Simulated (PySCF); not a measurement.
**Spin–spin coupling constants**

Geometry:
```json
{"atom": "Br1", "x (Å)": "1.687", "y (Å)": "1.657", "z (Å)": "-0.411"}
{"atom": "C2", "x (Å)": "0.969", "y (Å)": "-0.034", "z (Å)": "-0.192"}
{"atom": "C3", "x (Å)": "1.565", "y (Å)": "-1.285", "z (Å)": "-0.088"}
{"atom": "N4", "x (Å)": "0.641", "y (Å)": "-2.252", "z (Å)": "0.065"}
{"atom": "C5", "x (Å)": "-0.530", "y (Å)": "-1.633", "z (Å)": "0.059"}
{"atom": "C6", "x (Å)": "-1.855", "y (Å)": "-2.116", "z (Å)": "0.180"}
{"atom": "N7", "x (Å)": "-2.900", "y (Å)": "-1.332", "z (Å)": "0.149"}
{"atom": "C8", "x (Å)": "-2.698", "y (Å)": "0.003", "z (Å)": "-0.005"}
{"atom": "C9", "x (Å)": "-1.464", "y (Å)": "0.576", "z (Å)": "-0.131"}
{"atom": "N10", "x (Å)": "-0.375", "y (Å)": "-0.252", "z (Å)": "-0.098"}
{"atom": "H11", "x (Å)": "2.634", "y (Å)": "-1.493", "z (Å)": "-0.122"}
{"atom": "H12", "x (Å)": "-1.998", "y (Å)": "-3.195", "z (Å)": "0.304"}
{"atom": "H13", "x (Å)": "-3.587", "y (Å)": "0.637", "z (Å)": "-0.028"}
{"atom": "H14", "x (Å)": "-1.280", "y (Å)": "1.643", "z (Å)": "-0.256"}
```

Method: B3LYP/pcJ-1 (pcSseg-1 on Br) (without the spin–dipole term)//PBE0-D3(BJ)/def2-SVP, PySCF 2.14.0 with density-fitted response routines; isolated molecule, single conformer, non-relativistic. Couplings are averaged over pairs made equivalent by symmetry, fast rotation or ring inversion, so a value needn't be that of the named pair in this geometry, while other rotamers aren't included; one pair stands for each set, and the list holds those of at least 1.5 Hz over up to four bonds, among pairs with at least one H atom (others weren't computed).

Isotopes: ¹³C, ¹H, ¹⁵N.

```tsv
pair	bonds	J (Hz)
C3, H11	1	?
C6, H12	1	198.4
C8, H13	1	?
C9, H14	1	194.9
C2, H11	2	16.6
N4, H11	2	?
C5, H12	2	?
N7, H12	2	-13.1
N7, H13	2	?
C8, H14	2	?
C9, H13	2	15.3
N10, H14	2	-2.2
C2, H14	3	2.5
C5, H11	3	14.3
C5, H14	3	3.7
C6, H13	3	12.0
C8, H12	3	?
N10, H11	3	-3.0
N10, H12	3	?
N10, H13	3	-5.0
H13, H14	3	5.6
C2, H12	4	2.0
C6, H14	4	-1.7
C9, H12	4	-2.1
```

Estimate the withheld couplings, with signs.

## Answers


- ¹J(C3,H11) = 205.6 Hz (bond length 1.090 Å, sp2 carbon)
- ¹J(C8,H13) = 195.1 Hz (bond length 1.093 Å, sp2 carbon)
- ²J(N4,H11) = -12.1 Hz (angle at C3 123°)
- ²J(C5,H12) = 14.5 Hz (angle at C6 118°)
- ²J(N7,H13) = -12.2 Hz (angle at C8 117°)
- ²J(C8,H14) = 5.6 Hz (angle at C9 125°)
- ³J(C8,H12) = 14.0 Hz (dihedral angle 180°)
- ³J(N10,H12) = -3.1 Hz (dihedral angle 180°)

Relativistic effects of the heavier atoms present are left out.
